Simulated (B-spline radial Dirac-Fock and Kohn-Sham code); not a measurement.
**M3 edges in EELS at 200 kV and 5 mrad, Ca to Zr**

Level of theory: the first Born approximation with generalised oscillator strengths from a Dirac-Hartree-Slater potential (longitudinal and transverse terms; continuum final states only, so no white lines or fine structure); an atomic code on a B-spline grid. Partial cross sections in barn for windows above the edge. Edges are tabulated values, any marked * orbital energies of the model.

| Z | element | edge (eV) | Δ = 50 eV | Δ = 100 eV | Δ = 200 eV |
| --- | --- | --- | --- | --- | --- |
| 20 | Ca | 32.80* | 45000 | 56700 | 63600 |
| 22 | Ti | 43.61* | 23300 | 33000 | 39900 |
| 23 | V | 48.98* | 18200 | 26900 | 33600 |
| 24 | Cr | 49.26* | 20800 | 28600 | 35200 |
| 25 | Mn | 59.94* | 11800 | 18700 | 24800 |
| 26 | Fe | 65.60* | 9710 | 15700 | 21500 |
| 28 | Ni | 66.20 | 7050 | 11800 | 16900 |
| 30 | Zn | 88.60 | 4930 | 8370 | 12700 |
| 32 | Ge | 120.8 | 2950 | 5610 | 8990 |
| 33 | As | 141.2 | 2560 | 4880 | 7860 |
| 34 | Se | 160.7 | 2280 | 4320 | 6960 |
| 36 | Kr | 214.4 | 1820 | 3350 | 5380 |
| 37 | Rb | 239.1 | 1720 | 3030 | 4760 |
| 38 | Sr | 270.0 | 1400 | 2500 | 3970 |
| 40 | Zr | 329.8 | 1010 | 1820 | 2930 |

Values without a named source are computed, but for edge energies of neutral atoms, which are taken from tables.
